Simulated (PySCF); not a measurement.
Species: C₅H₉ClO₂.
Z-matrix (Å and degrees, GFN2-xTB geometry), rows numbered from 1:
```
C 
C   1  1.3186
Cl  2  1.7321  1  121.43
C   2  1.4995  1  126.08  3   179.94
O   4  1.4030  2  110.14  1     1.26
C   5  1.4141  4  113.10  2  -179.85
C   6  1.5289  5  107.21  4  -178.31
O   7  1.4015  6  111.74  5    64.49
H   1  1.0747  2  122.16  3     0.07
H   1  1.0745  2  119.52  3  -179.75
H   4  1.1031  2  109.16  1  -120.22
H   4  1.1033  2  109.25  1   122.76
H   6  1.1002  5  110.13  4   -58.71
H   6  1.0997  5  110.58  4    61.46
H   7  1.0917  6  109.91  5  -177.29
H   7  1.0991  6  108.62  5   -57.89
H   8  0.9651  7  107.27  6   -51.44
```

Method used: PBE0/pcSseg-1 in PySCF (dipole) on a GFN2-xTB geometry, gas phase.

Masses are those of the commonest isotopes; rigid-rotor values at the optimised geometry. The values belong to one conformer with, in the numbering `[CH2:1]=[C:2]([Cl:3])[CH2:4][O:5][CH2:6][CH2:7][OH:8]`, C1–C2–C4–O5 1°, C2–C4–O5–C6 180°, C4–O5–C6–C7 -178°, O5–C6–C7–O8 64°, C6–C7–O8–H -51°.

What are A, B and C (MHz)?

Ia = 103.03, Ib = 809.53, Ic = 874.53 u·Å²; 505379 MHz·u·Å²/I gives A = 4905, B = 624.3, C = 577.9 MHz.

What kind of rotor is it?

A near-prolate asymmetric top; Ray's κ = -0.979.

Is it planar, by Δ = Ic − Ia − Ib?

Not planar: Δ = Ic − Ia − Ib = -38.03 u·Å². For a rigid frame Δ = −2 Σ m c², so Σ m c² = 19.01 u·Å² lies off the ab plane: 6.14 from hydrogen and 12.87 from heavier atoms. The atom farthest from that plane is 1.34 Å away.

Give the other two planar moments, Paa and Pbb, and the rms extents of the mass along the axes.

Paa = Σ m a² = (Ib + Ic − Ia)/2 = 790.52 and Pbb = Σ m b² = (Ia + Ic − Ib)/2 = 84.01 u·Å². With the mass M = 136.03 u, the rms extents √(P/M) along a, b and c are 2.41, 0.79, 0.37 Å.

Give the coordinates in the principal-axis frame, origin at the centre of mass.

The sense of each axis is arbitrary; atoms in the order of the calculation.
| atom | mass (u) | a (Å) | b (Å) | c (Å) |
| --- | --- | --- | --- | --- |
| C1 | 12.000 | 1.280 | -1.639 | -0.373 |
| C2 | 12.000 | 1.448 | -0.360 | -0.100 |
| Cl3 | 34.969 | 3.021 | 0.302 | 0.194 |
| C4 | 12.000 | 0.364 | 0.672 | -0.006 |
| O5 | 15.995 | -0.888 | 0.079 | -0.225 |
| C6 | 12.000 | -1.958 | 1.001 | -0.154 |
| C7 | 12.000 | -3.250 | 0.212 | -0.367 |
| O8 | 15.995 | -3.471 | -0.711 | 0.664 |
| H9 | 1.008 | 2.105 | -2.326 | -0.424 |
| H10 | 1.008 | 0.290 | -2.017 | -0.554 |
| H11 | 1.008 | 0.553 | 1.463 | -0.752 |
| H12 | 1.008 | 0.398 | 1.146 | 0.989 |
| H13 | 1.008 | -1.974 | 1.487 | 0.833 |
| H14 | 1.008 | -1.853 | 1.776 | -0.927 |
| H15 | 1.008 | -4.105 | 0.891 | -0.369 |
| H16 | 1.008 | -3.193 | -0.299 | -1.339 |
| H17 | 1.008 | -2.664 | -1.230 | 0.762 |

List the rotational levels J(Ka,Kc) to J = 2 (cm⁻¹).

Above 0(0,0):
J = 1: 1(0,1) 0.0401, 1(1,1) 0.1829, 1(1,0) 0.1844
J = 2: 2(0,2) 0.1203, 2(1,2) 0.2616, 2(1,1) 0.2662, 2(2,1) 0.6946, 2(2,0) 0.6946
Those of J = 1 are B + C, A + C and A + B.

Predict some low-J microwave lines.

The dipole components are |μa| = 0.03 D, |μb| = 1.05 D, |μc| = 0.86 D. Intensities carry the squares of the components, which stand as 0.00 : 1.00 : 0.67 (a : b : c). Some lines, for components of 0.1 D or more:

| type | branch | J(Ka,Kc) | MHz | lower level (cm⁻¹) |
| --- | --- | --- | --- | --- |
| b | R | 1(1,1) ← 0(0,0) | 5483 | 0.000 |
| c | R | 5(1,4) ← 4(0,4) | 10666 | 0.401 |
| b | Q | 4(2,2) ← 4(1,3) | 12687 | 0.552 |
| b | Q | 3(2,1) ← 3(1,2) | 12776 | 0.389 |
| b | Q | 2(2,1) ← 2(1,2) | 12982 | 0.262 |
| c | R | 2(2,1) ← 1(1,1) | 15340 | 0.183 |
| c | R | 3(2,2) ← 2(1,2) | 16589 | 0.262 |
| c | R | 5(2,3) ← 4(1,3) | 18705 | 0.552 |
| c | Q | 5(3,3) ← 5(2,3) | 21511 | 1.176 |
| c | R | 3(3,1) ← 2(2,1) | 25128 | 0.695 |
| b | R | 4(3,2) ← 3(2,1) | 26329 | 0.815 |
| b | Q | 4(4,1) ← 4(3,2) | 30129 | 1.693 |
| b | R | 5(4,2) ← 4(3,1) | 36141 | 1.693 |
| c | R | 5(4,1) ← 4(3,1) | 36141 | 1.693 |
| b | R | 5(4,1) ← 4(3,2) | 36141 | 1.693 |
| c | R | 5(5,0) ← 4(4,0) | 44749 | 2.698 |

Estimate the classical rotational partition function at 25 K, 200 K and 298.15 K.

Point group C1, symmetry number σ = 1; q = (√π/σ)·√((kT/h)³/(ABC)), k/h = 20836.6 MHz/K: 15800 at 25 K, 358000 at 200 K, 652000 at 298.15 K.

No GFN2-xTB frequencies stand behind this structure, so it isn't proved a minimum. No vibrational averaging or centrifugal distortion is included, and the geometry carries the error of its method. Quadrupole hyperfine structure (35Cl) is left out.

Hardware: Arm Neoverse V2, one thread, on a shared host. Cost: 24 s of wall time. This is the PBE0/pcSseg-1 job that gave the dipole, with the shieldings it also computed.
